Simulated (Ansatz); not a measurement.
`FC(F)(F)c1ccc(-c2ccc(-c3ccc(C(F)(F)F)s3)s2)s1` with charge +1. Total charge 1; doublet. Geometry PBE-D4/def2-SVP, that of the neutral singlet; atoms count from 1.

```
atom   x (Å)   y (Å)   z (Å)
  F1   2.577   2.177  -6.542
  C2   1.398   1.598  -6.226
  F3   0.406   2.421  -6.648
  F4   1.287   0.457  -6.952
  C5   1.319   1.336  -4.754
  C6   2.274   1.632  -3.797
  C7   1.872   1.256  -2.489
  C8   0.606   0.671  -2.450
  C9  -0.134   0.174  -1.313
 C10  -1.424  -0.356  -1.262
 C11  -1.825  -0.743   0.037
 C12  -0.849  -0.513   1.009
 C13  -0.930  -0.778   2.428
 C14  -2.052  -1.153   3.170
 C15  -1.776  -1.330   4.549
 C16  -0.449  -1.089   4.864
 C17   0.199  -1.190   6.210
 F18  -0.728  -1.438   7.163
 F19   1.116  -2.188   6.261
 F20   0.849  -0.049   6.547
 S21   0.478  -0.652   3.460
 S22   0.578   0.194   0.286
 S23  -0.085   0.586  -4.056
 H24   3.231   2.110  -4.045
 H25   2.484   1.410  -1.590
 H26  -2.059  -0.459  -2.154
 H27  -2.800  -1.189   0.270
 H28  -3.046  -1.277   2.721
 H29  -2.519  -1.619   5.304
```

Single mean-field runs in def2-TZVP are fitted with def2-universal-jkfit.

Estimate the Mulliken populations from the PBE0/def2-TZVP orbitals of Ansatz.


```tsv
atom	charge (e)	spin (α − β)
F1	-0.14	0.00
C2	0.43	-0.01
F3	-0.14	0.00
F4	-0.14	0.00
C5	-0.03	0.20
C6	-0.10	-0.05
C7	-0.17	0.14
C8	0.02	0.01
C9	0.18	0.20
C10	-0.12	0.04
C11	-0.17	0.06
C12	0.22	0.19
C13	0.06	0.01
C14	-0.21	0.15
C15	-0.09	-0.06
C16	-0.03	0.20
C17	0.43	-0.01
F18	-0.14	0.00
F19	-0.14	0.01
F20	-0.14	0.00
S21	0.12	-0.02
S22	0.08	-0.05
S23	0.11	-0.01
H24	0.19	0.00
H25	0.18	-0.01
H26	0.19	0.00
H27	0.18	0.00
H28	0.17	-0.01
H29	0.19	0.00
```
Mulliken values depend strongly on the basis.

Where does the spin sit?

Summed by element: F 0.02, C 1.08, S -0.08, H -0.02, of 1 unpaired in all. Largest on single atoms: C16 0.20, C9 0.20, C5 0.20.

And the Mayer bond orders between heavy atoms (over 0.3)?

F1–C2 1.16 (1.35 Å); C2–F3 1.16 (1.36 Å); C2–F4 1.16 (1.36 Å); C2–C5 1.00 (1.50 Å); C5–C6 1.45 (1.38 Å); C5–S23 1.30 (1.74 Å); C6–C7 1.36 (1.42 Å); C7–C8 1.35 (1.40 Å); C8–C9 1.09 (1.44 Å); C8–S23 1.24 (1.75 Å); C9–C10 1.27 (1.40 Å); C9–S22 1.24 (1.75 Å); C10–C11 1.46 (1.41 Å); C11–C12 1.33 (1.40 Å); C12–C13 1.04 (1.45 Å); C12–S22 1.23 (1.75 Å); C13–C14 1.41 (1.40 Å); C13–S21 1.24 (1.75 Å); C14–C15 1.36 (1.42 Å); C15–C16 1.46 (1.38 Å); C16–C17 1.00 (1.50 Å); C16–S21 1.29 (1.74 Å); C17–F18 1.16 (1.35 Å); C17–F19 1.16 (1.36 Å); C17–F20 1.16 (1.36 Å).
